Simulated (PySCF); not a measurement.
Several structures and their simulated spectra, in scrambled order.

A. SMILES C=C(C)[SiH]1CCCCC1
B. `C([SiH2]C#CC)C(C)(C)C`
C. SMILES BN(B)C1CCC1
D. `InChI=1S/C8H16Si/c1-7-2-3-8(4-7,5-7)6-9/h2-6H2,1,9H3/t7-,8-`

Spectrum 1. $^{1}$H NMR (400 MHz, computed): δ 5.64 (br, 4H), 4.08 (m, 1H), 2.45 (m, 2H), 1.71 (m, 2H), 1.67 (m, 1H), 1.66 (m, 1H). $^{13}$C{$^{1}$H} NMR (computed): δ 57.5 (CH), 35.2 (CH2), 16.0 (CH2).

Spectrum 2. $^{1}$H NMR (400 MHz, computed): δ 5.86 (m, 1H), 5.85 (m, 1H), 4.23 (m, 1H), 1.96 (m, 2H), 1.86 (s, 3H), 1.59 (m, 1H), 1.31 (m, 2H), 1.07 (m, 1H), 0.77 (m, 2H), 0.59 (m, 2H). $^{13}$C{$^{1}$H} NMR (computed): δ 153.8 (C), 136.9 (CH2), 31.4 (CH2), 27.0 (CH2), 24.6 (CH3), 11.8 (CH2).

Spectrum 3. $^{1}$H NMR (400 MHz, computed): δ 4.40 (t, 2H), 1.93 (s, 3H), 0.98 (s, 9H), 0.84 (t, 2H). $^{13}$C{$^{1}$H} NMR (computed): δ 113.3 (C), 81.6 (C), 33.7 (CH3), 30.0 (CH2), 29.9 (C), 6.0 (CH3).

Spectrum 4. $^{1}$H NMR (400 MHz, computed): δ 3.83 (t, 3H), 1.47 (m, 2H), 1.41 (m, 2H), 1.21 (s, 3H), 1.08 (m, 2H), 1.03 (q, 2H), 0.86 (m, 2H). $^{13}$C{$^{1}$H} NMR (computed): δ 51.2 (CH2), 45.7 (C), 44.3 (C), 37.8 (CH2), 35.6 (CH2), 21.6 (CH3), 15.7 (CH2).

PySCF calculation with NMR shieldings at PBE0/pcSseg-1/GIAO, J: B3LYP/pcJ-1 (spin–dipole term left out of most H,H and C,H couplings) and geometry from PBE0-D3(BJ)/def2-SVP; no relativistic terms, rapidly exchanging positions averaged, no solvent, one computed conformer.

δ = σ(ref) − σ, references computed at the same level: TMS for $^{1}$H, $^{13}$C. Multiplet labels drop J under 1 Hz and among equivalent protons, and merge close values. Unscaled 3J(H,H) run several per cent high. Where no couplings were computed, multiplicities follow the n + 1 count of equivalent neighbours, and m marks all less simple cases (inequivalent or close neighbours, rings, F or P nearby). Vicinal couplings that depend on rotamer populations or ring flexing (ring, CH–CH, X–H and H–F types) are those of the one conformer. Couplings to H on boron are left out. Carbons bonded to boron are broad in practice. Shifts are as computed. Against solution values, carbons near 30 ppm lie about +2 ppm off and those near 130 ppm about +5 ppm. Of 1313 compounds with measured shifts, 239 miss one by over three times the rms of a fit or turn the order of signals round; such compounds aren't used in these exercises.

Task: Which spectrum belongs to which compound?

Result: 1–C, 2–A, 3–B, 4–D.

- Spectrum 1 (C): 3 $^{13}$C signals; δC 57.5 is an sp3 CH bonded to N; δC 35.2 is an sp3 CH2 in a ring.
- Spectrum 2 (A): 6 $^{13}$C signals; δC 153.8 is a fully substituted alkene carbon; δC 136.9 is a terminal =CH2 carbon.
- Spectrum 3 (B): 6 $^{13}$C signals; δC 81.6 is an alkyne carbon; δC 33.7 is a methyl carbon.
- Spectrum 4 (D): 7 $^{13}$C signals; δC 51.2 is an sp3 CH2 in a ring; δC 45.7 is a quaternary sp3 carbon in a ring.
